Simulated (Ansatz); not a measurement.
```xyz
12

C     1.247    0.356   -1.005
Si   -0.371    0.261   -0.076
N    -0.194    1.036    1.458
B    -0.979   -1.634    0.255
Cl   -0.744   -2.833   -0.992
H     1.160   -0.156   -1.967
H     2.054   -0.110   -0.436
H     1.524    1.395   -1.204
H    -1.424    0.866   -0.964
H    -0.875    0.858    2.179
H     0.131    1.988    1.510
H    -1.529   -2.028    1.241
```

The species carries charge 0 and has multiplicity 1.

Question: List the B3LYP/def2-TZVPP orbital energies in eV (the Gaussian-basis code of Ansatz). (An estimate is asked.)

Answer: Ansatz gave: Occupied: -2762.75, -1798.60, -388.92, -276.25, -257.50, -196.50, -196.43, -196.35, -184.84, -143.11, -98.44, -98.43, -98.41, -23.09, -22.99, -18.99, -14.62, -13.40, -13.12, -11.49, -11.21, -10.79, -10.30, -9.73, -9.50, -8.94, -7.52, -6.98. Lowest empty: -2.16, 0.35, 0.94, 1.67, 2.03, 2.33, 2.42, 2.65.

B3LYP here is the variant with VWN-RPA as its local correlation; programs differ in this.
